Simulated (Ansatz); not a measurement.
```yaml
crystal:
  periodic: [false, false, false]
  atoms:
    - {symbol: B, position_ang: [-0.012822, 0.426770, -0.000985]}
    - {symbol: O, position_ang: [-0.012822, 0.376770, -0.300985]}
    - {symbol: Ga, position_ang: [1.151978, -0.058844, 0.960803]}
    - {symbol: H, position_ang: [-1.757150, -0.949553, -0.767583]}
    - {symbol: H, position_ang: [-1.544627, 0.864354, -1.772482]}
    - {symbol: H, position_ang: [0.835331, 0.436736, 2.317505]}
    - {symbol: H, position_ang: [2.408071, -0.907163, 0.463051]}
basis:
  gaussian: {orbitals: aug-cc-pVDZ}
hamiltonian: {xc: {name: r2SCAN}, dispersion: d3bjatm}
```

```sh
$ ansatz run in.yaml --threads 2 --pin off --events-out ev --progress --plain --max-ram 4352MiB
```

Output, abridged:

```
Functional definition: r2SCAN
1066 factors; their error is unknown
mean field evaluation 1: about -54697.6018 eV, gradient 6.4e1 eV
mean field evaluation 2: about -54696.3456 eV, gradient 4.1e1 eV
mean field evaluation 4: about -54702.4032 eV, gradient 1.1e1 eV
mean field evaluation 8: about -54703.2669 eV, gradient 4.2e-1 eV
mean field evaluation 16: about -54703.2382 eV, gradient 7.8e-4 eV
a density is far from that of the atoms, so the factors are made again for it
1212 factors; integrals over basis functions are off by at most 4.0e-4 eV
mean field -54703.23783896 eV, -2010.3069113955 hartree, gradient 2.9e-5 eV, S^2 0.000000; 0 other end points of the search recorded, 0 dependent functions left out
reference -54703.23787489 eV, -2010.3069127158 hartree; 24, 24 occupied and 94, 94 virtual orbitals, 1212 factors
Total energy: -54703.27088659 eV, -2010.3081258736 hartree
```

Problem. Something in this input is off. What?

Solution. One atom was put on top of another. Self-consistency was reached. The result belongs to that input, not to the molecule as meant.
